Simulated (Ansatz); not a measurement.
`C=C=C(O)[SiH2]O` and `C=C=CO` differ in one atom or group.

Ansatz, PBE0-D4/def2-TZVP geometries, multiplicity 1. Each molecule was computed in one conformer, which needn't be the lowest.

| property | `C=C=C(O)[SiH2]O` |
| --- | --- |
| HOMO energy (ωB97M-V/def2-TZVPP) / eV | -9.08 |
| HOMO–LUMO gap (PBE/def2-TZVPP) / eV | 4.08 |
| HOMO–LUMO gap (ωB97M-V/def2-TZVPP) / eV | 10.42 |
| HOMO energy (PBE/def2-TZVPP) / eV | -5.63 |
| HOMO–LUMO gap (B3LYP/def2-TZVPP) / eV | 5.82 |
| HOMO–LUMO gap (PBE0/def2-TZVPP) / eV | 6.27 |

**Question.** What does the change do to each property? (Best estimate.)

**Answer.** Ansatz gave: 
| property | `C=C=CO` | shift |
| --- | --- | --- |
| HOMO energy (ωB97M-V/def2-TZVPP) / eV | -8.88 | 0.20 |
| HOMO–LUMO gap (PBE/def2-TZVPP) / eV | 4.08 | 0.00 |
| HOMO–LUMO gap (ωB97M-V/def2-TZVPP) / eV | 10.60 | 0.18 |
| HOMO energy (PBE/def2-TZVPP) / eV | -5.40 | 0.23 |
| HOMO–LUMO gap (B3LYP/def2-TZVPP) / eV | 5.87 | 0.05 |
| HOMO–LUMO gap (PBE0/def2-TZVPP) / eV | 6.33 | 0.06 |

With PBE0 the HOMO rises by 0.22 eV and the LUMO rises by 0.28 eV, so the gap widens by about 0.06 eV. PBE moves the HOMO by 0.23 eV and ωB97M-V by 0.20 eV.

B3LYP here is the variant with VWN-RPA as its local correlation; programs differ in this.
